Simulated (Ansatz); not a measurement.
C₂H₅GeNO (`NC#C[O][GeH3]`) at its PBE0-D4/def2-TZVP geometry, where that method's forces vanish. The species carries charge 0 and has multiplicity 1.

```xyz
10

N     0.3264    1.3598    2.3832
C     0.1232    0.4229    1.4254
C    -0.0660   -0.4678    0.6405
O    -0.2724   -1.4422   -0.1967
Ge   -0.2461   -0.9979   -1.9580
H    -0.3882    2.0708    2.4321
H     1.2490    1.7688    2.3801
H    -1.3546    0.0382   -2.1805
H     1.1436   -0.4242   -2.2599
H    -0.5149   -2.3283   -2.6662
```

Question: What forces (eV/Å) does ωB97M-V/def2-TZVPP give on these atoms in the Gaussian-basis code of Ansatz? (Estimate.)

Answer: Ansatz gave: 
```
N1   0.085  0.400  0.346
C2  -0.114 -0.532 -0.512
C3   0.120  0.565  0.503
O4  -0.075 -0.352 -0.324
Ge5 -0.001  0.012 -0.114
H6   0.054 -0.051 -0.014
H7  -0.069 -0.028 -0.010
H8   0.090 -0.085  0.025
H9  -0.113 -0.047  0.032
H10  0.024  0.118  0.067
```
